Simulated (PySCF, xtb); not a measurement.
C₂H₈Zr, SMILES [CH3][ZrH2][CH3], multiplicity 1.

Harmonic wavenumbers (cm⁻¹) from GFN2-xTB (xtb) at its own minimum, in rising order: 68, 89, 120, 322, 403, 413, 413, 425, 454, 460, 473, 478, 522, 1171, 1180, 1198, 1249, 1467, 1469, 1473, 1476, 2782, 2790, 2859, 2862, 2864, 2870.

### Question
What does PBE-D3(BJ)/def2-SVP in PySCF 2.14.0 give at its own minimum? (Estimate from the structure and the level; the computed values follow.)

### Answer
111, 112, 126, 215, 260, 285, 417, 459, 461, 530, 540, 562, 609, 1088, 1089, 1331, 1335, 1335, 1335, 1603, 1629, 2916, 2917, 3012, 3013, 3046, 3049. Paired by order, the mean absolute difference is 99 cm⁻¹ and the zero-point energies are 46.2 and 47.7 kcal/mol.
